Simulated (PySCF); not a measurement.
PySCF input for HfO₂, SMILES [O]=[Hf]=[O] (connectivity only; charge and spin as stated), charge -1, multiplicity 2, B3LYP-D3(BJ)/def2-TZVPD. Geometry optimised at B3LYP-D3(BJ)/def2-TZVPD. The multiplicity is an assumed one; other spin states were not compared. The isomer is the one that the SMILES or the coordinates give; other isomers of the formula were not compared. The def2 effective core potentials stand for the cores of Hf; spin–orbit coupling is left out.

```python
import numpy as np
from pyscf import gto, scf, dft, df
from pyscf.hessian import thermo

mol = gto.M(
    atom='''
    Hf    0.00000000    0.00000000    0.18675591
    O     0.00000000    1.51465381   -0.84040161
    O     0.00000000   -1.51465381   -0.84040161
    ''',
    basis='def2-TZVPD',
    ecp={'Hf': 'def2-tzvp'},
    charge=-1,
    spin=1,
    max_memory=1600,
    verbose=3,
)
mf = dft.UKS(mol, xc='b3lyp').density_fit(auxbasis='def2-universal-jkfit')
mf.disp = 'd3bj'
mf.grids.level = 3
mf.conv_tol = 1e-11
mf.max_cycle = 100
mf.kernel()
fine, coarse = mf.grids, dft.Grids(mol).set(level=1).build(with_non0tab=True)
for _ in range(3):  # follow internal instabilities
    mf.grids = coarse
    mo, _, stable, _ = mf.stability(return_status=True, nroots=4)
    mf.grids = fine
    if stable:
        break
    mf.kernel(mf.make_rdm1(mo, mf.mo_occ))

# [left out here: the lines that compute and print the analytic Hessian (its translational invariance restored by hand, since the grid's response is missing), thermochemistry and intensities]
```

It prints:

```

WARN: HOMO -0.32504092832734 >= LUMO -0.32504092832734

converged SCF energy = -198.65314458809  <S^2> = 0.75177524  2S+1 = 2.0017745
<class 'pyscf.df.df_jk.DFUKS'> wavefunction is stable in the internal stability analysis

WARN: DFTD3 does not support analytical Hessian, using finite difference


WARN: Mole.unit (angstrom) is changed to Bohr

Mode                                 0                   1                   2
Irrep
Freq [cm^-1]                      257.6677            761.2189            844.5883
Reduced mass [au]                  17.3942             17.7681             16.9874
Force const [Dyne/A]                0.6804              6.0661              7.1395
Char temp [K]                     370.7265           1095.2245           1215.1745
Normal mode                   x     y     z       x     y     z       x     y     z
       0  Hf                -0.00  0.00 -0.02   -0.00 -0.02 -0.00   -0.00  0.00 -0.02
       1   O                 0.00  0.11  0.12   -0.00  0.14 -0.09    0.00 -0.13  0.11
       2   O                 0.00 -0.11  0.12    0.00  0.14  0.09    0.00  0.13  0.11
temperature 298.1500 [K]
pressure 101325.00 [Pa]
Rotational constants [GHz] 17.65362 6.88442 4.95292
Symmetry number 2
Zero-point energy (ZPE) 0.00425 [Eh]   11146.055 [J/mol]
                           tot       elec      trans        rot        vib
Entropy [J/mol/K]       283.773      5.763    175.462     93.792      8.756
Cv [J/mol/K]             37.690      0.000     12.472     12.472     12.747
Cp [J/mol/K]             46.005      0.000     20.786     12.472     12.747
Internal energy [J/mol]                      3718.434   3718.434  12807.022
Internal energy [Eh]   -198.64543  -198.65314
Enthalpy [J/mol]                             6197.391   3718.434  12807.022
Enthalpy [Eh]          -198.64449
Gibbs free energy [J/mol]                  -46116.675 -24245.655  10196.425
Gibbs free energy [Eh] -198.67672
mode   freq/cm-1   IR/(km/mol)
   1      257.67        10.278
   2      761.22       319.636
   3      844.59       111.435
max |gradient| / (hartree/bohr): 0.00014837776217984232
APT charges: [ 0.9351 -0.9676 -0.9676]
```

The calculation finished and met its thresholds.
